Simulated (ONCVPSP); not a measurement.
## How hard is this Cr ONCV potential?

chromium, optimised norm-conserving Vanderbilt (ONCV), made with ONCVPSP 4.0.1 (PBEsol, scalar-relativistic). Core [Ne], reference 3s2 3p6 3d4 (charge +2). Waves: 3s: rc 1.35 bohr, ncon 3, nbas 7, qcut 9.3 1/bohr, 2 projectors, debl 2.5 Ha; 3p: rc 1.30 bohr, ncon 4, nbas 8, qcut 10.4 1/bohr, 2 projectors, debl 3.1 Ha; 3d: rc 1.60 bohr, ncon 4, nbas 9, qcut 10.4 1/bohr, 2 projectors, debl 0.6 Ha. Local part: polynomial inside 1.20 bohr (lpopt 4, dvloc0 0 Ha). Core correction: Teter function, fcfact 5.25, rcfact 1.35.

In the s channel the program set the typed energies aside and used -3.487, 0.250 Ha. In the d channel the program set the typed energies aside and used -0.838, 0.250 Ha.

Question: For each optimised wave give the share of its norm inside rc, the residual kinetic energy above qcut (Ha) and the cutoffs (Ha) for errors of 10, 1, 0.1 and 0.01 mHa per electron.

Answer:

```csv
wave,norm inside rc,residual KE,10 mHa,1 mHa,0.1 mHa,0.01 mHa
3s,0.904,1.0e-06,21.0,28.5,34.1,38.4
s projector 2,0.036,6.0e-07,13.0,24.9,32.4,37.4
3p,0.828,4.9e-08,20.6,26.7,32.0,36.5
p projector 2,0.038,1.9e-07,16.0,22.5,28.0,32.4
3d,0.771,4.0e-07,32.6,39.4,44.8,48.9
d projector 2,0.123,8.8e-07,31.3,39.1,45.2,49.9
```

The occupied waves need 39 Ha and 45 Ha for 1 and 0.1 mHa.
